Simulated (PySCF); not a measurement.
AlH₆NO₂Si, SMILES N[SiH2][Al]([OH])[OH]. The structure is a stationary point at PBE-D3(BJ)/def2-SVP. The structure was generated by enumeration; whether it is a known compound was not checked. The values are those of a single conformer.

Computed equilibrium geometry at PBE-D3(BJ)/def2-SVP (PySCF confirms it by a frequency run) as bond lengths and angles (one conformer of several):
Atoms: Si1 N2 Al3 O4 O5 H6 H7 H8 H9 H10 H11. Bond lengths (Å): Si1–N2 1.759, Si1–Al3 2.432, Si1–H6 1.509, Si1–H7 1.522, N2–H8 1.025, N2–H9 1.024, Al3–O4 1.720, Al3–O5 1.724, O4–H10 0.969, O5–H11 0.969. Angles (°): N2–Si1–Al3 104.5, N2–Si1–H6 108.2, N2–Si1–H7 116.5, Al3–Si1–H6 112.3, Al3–Si1–H7 110.9, H6–Si1–H7 104.5, Si1–N2–H8 118.6, Si1–N2–H9 115.9, H8–N2–H9 109.7, Si1–Al3–O4 121.4, Si1–Al3–O5 113.9, O4–Al3–O5 124.7, Al3–O4–H10 127.1, Al3–O5–H11 127.4.
Charge 0, spin multiplicity 1.
